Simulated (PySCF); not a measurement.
Species: C6H8FO2 (doublet state).
Geometry (GFN2-xTB, Å), atoms numbered from 1 in this order:
```xyz
17
C6H8FO2 angstrom
C     -2.4128    1.5777   -0.3416
C     -1.4842    0.6183   -0.0598
C     -0.1295    0.8042   -0.3087
O      0.7604   -0.1771   -0.0138
C      2.0804    0.0305   -0.2606
C      2.8771   -1.1869    0.1091
O      2.5108    1.0533   -0.7226
C     -1.8819   -0.7086    0.5409
F     -3.2284   -0.7895    0.7694
H     -2.1192    2.5175   -0.7702
H     -3.4545    1.4145   -0.1406
H      0.2705    1.7129   -0.7341
H      3.9062   -0.9024    0.3060
H      2.8619   -1.8840   -0.7274
H      2.4400   -1.6760    0.9747
H     -1.6213   -1.5311   -0.1354
H     -1.3826   -0.8612    1.5047
```

The hyperfine couplings belong to this conformer and change with its torsions.

Identity: `C(=O)(O[CH]C(CF)=C)C` [radical].

The calculation used UKS B3LYP, pcH-1 on C F H O, non-relativistic, mean-field spin-orbit, GIAO in PySCF. The structure is a single GFN2-xTB conformer in the gas phase; no vibrational or solvent corrections. A GFN2-xTB geometry isn't a minimum of the functional, and hyperfine couplings can be far from their values at a DFT geometry. No stability test was run, so a lower SCF solution isn't excluded. ⟨S²⟩ is 0.775 where a pure state has 0.75.

Question: Predict the first-order ENDOR lines of H12, H11, H10, H16/H17 and H13/H14/H15 under fast tumbling at B = 3340.7 mT (W band).

Answer: ν± = |νn ± a/2|, one line for each electron-spin manifold; νn = |g_N| × 7.62259 MHz/T × B.

```json
{"nuclei": "H12", "isotope": "1H", "g_N": "5.5857", "νn (MHz)": "142.24", "a_iso (MHz)": "-44.65", "lower line (MHz)": "119.92", "upper line (MHz)": "164.56"}
{"nuclei": "H11", "isotope": "1H", "g_N": "5.5857", "νn (MHz)": "142.24", "a_iso (MHz)": "-39.74", "lower line (MHz)": "122.37", "upper line (MHz)": "162.11"}
{"nuclei": "H10", "isotope": "1H", "g_N": "5.5857", "νn (MHz)": "142.24", "a_iso (MHz)": "-36.63", "lower line (MHz)": "123.93", "upper line (MHz)": "160.55"}
{"nuclei": "H16/H17", "isotope": "1H", "g_N": "5.5857", "νn (MHz)": "142.24", "a_iso (MHz)": "-15.58", "lower line (MHz)": "134.45", "upper line (MHz)": "150.03"}
{"nuclei": "H13/H14/H15", "isotope": "1H", "g_N": "5.5857", "νn (MHz)": "142.24", "a_iso (MHz)": "3.67", "lower line (MHz)": "140.40", "upper line (MHz)": "144.08"}
```

Question: Which pairs are centred on the nuclear Larmor frequency, and which on half the coupling?

Answer: Centred on νn, since |a| < 2νn: H12, H11, H10, H16/H17 and H13/H14/H15. No pair has |a| > 2νn.

Means are taken over nuclei equivalent by connectivity, which assumes that they swap fast. The three 1H nuclei of mean +3.7 MHz run from 1.0 to 7.9 MHz in the frozen geometry.
